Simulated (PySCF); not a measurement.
Some computed properties have been withheld. Give your best values.

Compound: C₈H₉P₂ (charge -1).
Atom-mapped SMILES: `[CH2:1]=[CH:2][c:3]1[p:4][c:5]([CH:6]=[CH2:7])[c:8]([CH3:9])[p-:10]1` (hydrogens: H11, H12 on C1; H13 on C2; H14 on C6; H15, H16 on C7; H17, H18, H19 on C9)

Cartesian coordinates in Å at the PBE0-D3(BJ)/def2-SVP level; atoms count from 1:
```xyz
19
C8H9P2 angstrom
C      3.3061   -0.9697    0.7915
C      2.4848   -1.1090   -0.2690
C      1.0363   -0.9904   -0.3208
P      0.0220   -0.6200    1.0555
C     -1.4990   -0.6782    0.1522
C     -2.7894   -0.4356    0.7843
C     -3.0522   -0.0712    2.0549
C     -1.4010   -0.9763   -1.2255
C     -2.5948   -1.0655   -2.1394
P      0.2059   -1.2402   -1.8557
H      2.9171   -0.7349    1.7877
H      4.3883   -1.0884    0.6858
H      2.9577   -1.3458   -1.2347
H     -3.6595   -0.5703    0.1269
H     -2.2481    0.0913    2.7795
H     -4.0809    0.0701    2.3993
H     -2.2817   -1.3145   -3.1657
H     -3.1586   -0.1162   -2.1916
H     -3.3128   -1.8434   -1.8208
```

```tsv
property	level	value
rotational constants A, B, C	PBE0-D3(BJ)/def2-SVP	1.531, 0.785, 0.521 GHz
HOMO energy	PBE0/pcSseg-1	-1.19 eV
LUMO energy	PBE0/pcSseg-1	?
13C chemical shifts (computed TMS as zero) by class	GIAO PBE0/pcSseg-1	?
1H chemical shifts (computed TMS as zero) by class	GIAO PBE0/pcSseg-1	?
isotropic shieldings of nuclei other than C and H, by class	GIAO PBE0/pcSseg-1	?
```

Gas-phase values; electronic properties from PySCF, density fitting. One conformer (not necessarily the lowest) at the PBE0-D3(BJ)/def2-SVP geometry, without solvent or vibrations. The geometry's basis has no diffuse functions, a weakness for an anion. NMR classes are plain means over equivalent atoms (diastereotopic ones count apart unless rotation or inversion swaps them), as if these changed places fast; in this geometry the members of some classes differ. No diffuse functions stand in pcSseg-1, which bears on an anion's orbital energies.

Q: Give the 13C chemical shifts (computed TMS as zero) by class.

A: 184.4 (C3), 161.3 (C5), 161.1 (C8), 150.6 (C2), 145.6 (C6), 100.6 (C7), 97.3 (C1), 17.3 (C9) ppm.

Q: Give the LUMO energy.

A: 2.69 eV.

Q: What are the isotropic shieldings of nuclei other than C and H, by class?

A: 94 (P10), 129 (P4) ppm.

Q: Give the 1H chemical shifts (computed TMS as zero) by class.

A: 6.89 (H14), 6.82 (H13), 5.73 (H15), 5.70 (H11), 4.22 (H16), 4.03 (H12), 2.35 (H17/H18/H19) ppm.

The rotational constants make it an asymmetric top with κ = (2B − A − C)/(A − C) = -0.48, nearer the prolate limit (−1). With B = h/(8π²I), that is 505.379 GHz u Å² over I, the principal moments of inertia are 330.0, 644.2 and 970.9 u Å² (most abundant isotopes).

For the NMR shielding job (PBE0/pcSseg-1), on an Arm Neoverse N1 with one thread, no GPU, shared host with 64 logical CPUs at a one-minute load of 55, this took 1.8 min of wall time (with the writing of density and orbital grids) and 1.1 GiB of memory at its peak.
